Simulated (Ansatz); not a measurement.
Ideal-gas functions of CH4Cl2OSi (`OC(Cl)[SiH2]Cl`) at 298.15 K and 1 bar, from an Ansatz frequency run at PBE0-D4/def2-TZVP.

Molar mass 131.03 g/mol, point group C1 (symmetry number 1), electronic degeneracy 1, moments of inertia 142.751, 349.553, 365.732 u Å². Harmonic wavenumbers (cm⁻¹, unscaled): 60, 121, 189, 333, 426, 489, 526, 571, 619, 668, 752, 865, 943, 1113, 1195, 1244, 1423, 2246, 2278, 3113, 3781.

Use S(trans) = R[1.5 ln M + 2.5 ln T − 1.1517]; rotational temperatures θ = 24.2544 K / I; S(rot) = R[ln(√π/σ · √(T³/θAθBθC)) + 1.5]; for each mode x = 1.438777 ν̃/T, S = R[x/(eˣ − 1) − ln(1 − e⁻ˣ)] and H = RT x/(eˣ − 1); 1 cm⁻¹ = 0.0119627 kJ/mol; R = 8.31446 J/(mol·K).

Problem. By hand: the entropy, in J/(mol·K).

Solution. Translation 169.7. Rotation: θ = 0.1699, 0.0694, 0.0663 K, giving 118.0. Vibration, mode by mode: 18.65, 12.90, 9.36, 5.21, 3.65, 2.87, 2.49, 2.10, 1.75, 1.45, 1.05, 0.67, 0.49, 0.25, 0.18, 0.14, 0.07, 0.00, 0.00, 0.00, 0.00, in all 63.3. Electronic 0.0. Sum 351.0 J/(mol·K).

Problem. By hand: H − E and G − E in kJ/mol, counted from the electronic energy.

Solution. Zero-point energy ½ × 22955 × 0.0119627 = 137.3; thermal vibration 10.3; translation, rotation and pV give 4 RT = 9.9. H − E = 157.5 kJ/mol, and G − E = 157.5 − 298.15 × 351.0/1000 = 52.8 kJ/mol.

Vibration gives 18 % of the entropy, 31.6 J/(mol·K) of it from the modes under 150 cm⁻¹: soft modes count most, and the harmonic formula is weakest for them. The sum counts one conformer and one mirror image; others add a mixing term.
